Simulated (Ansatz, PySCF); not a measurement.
silyloxysilylmethanol (CH8O2Si2), SMILES OC[SiH2]O[SiH3]. Atoms are numbered in the order given.

```xyz
13

O     -3.1747     0.3469    -0.0199
C     -1.9506     0.1162     0.6773
Si    -0.5201     0.1058    -0.5611
O      0.9296    -0.0183     0.2433
Si     2.5618    -0.3093     0.2178
H     -3.1636     1.2538    -0.3533
H     -1.7800     0.8452     1.4951
H     -2.0385    -0.8698     1.1627
H     -0.6762    -1.0240    -1.5210
H     -0.5735     1.3911    -1.3242
H      2.8596    -1.5302    -0.5872
H      3.2851     0.8512    -0.3785
H      3.0278    -0.5136     1.6161
```
Charge 0, spin multiplicity 1.

Coordinates come from a B3LYP-D3(BJ)/def2-SVP optimisation. The values are those of a single conformer.

Two levels are set side by side: PBE-D3(BJ)/def2-SVP (Ansatz, a first-principles code) and B3LYP-D3(BJ)/def2-SVP (Ansatz). Each level has its own optimised geometry; the coordinates shown are those of the second. Frequencies come from the Hessian of PySCF at each geometry. Differences are taken from unrounded values.

```
quantity                            B3LYP-D3(BJ)  PBE-D3(BJ)  PBE-D3(BJ) minus B3LYP-D3(BJ)
----------------------------------  ------------  ----------  -----------------------------
mean bond length (Å)                       1.440       1.451                          0.011
bond O1–C2 (Å)                             1.427       1.432                          0.004
bond C2–Si3 (Å)                            1.892       1.899                          0.007
bond Si3–O4 (Å)                            1.663       1.679                          0.016
bond O4–Si5 (Å)                            1.658       1.673                          0.015
bond O1–H6 (Å)                             0.966       0.975                          0.009
bond C2–H7 (Å)                             1.109       1.118                          0.009
bond C2–H8 (Å)                             1.103       1.110                          0.008
bond Si3–H9 (Å)                            1.491       1.505                          0.014
bond Si3–H10 (Å)                           1.496       1.511                          0.015
bond Si5–H11 (Å)                           1.492       1.506                          0.014
bond Si5–H12 (Å)                           1.492       1.506                          0.014
bond Si5–H13 (Å)                           1.488       1.501                          0.013
highest harmonic wavenumber (cm⁻¹)          3810        3694                           -116
mean harmonic wavenumber (cm⁻¹)             1184        1148                            -36
zero-point energy (kcal/mol)               55.87       54.17                          -1.70
```

Exact exchange shortens and stiffens bonds; PBE has none. Differences between two approximate levels are no errors against the true value.
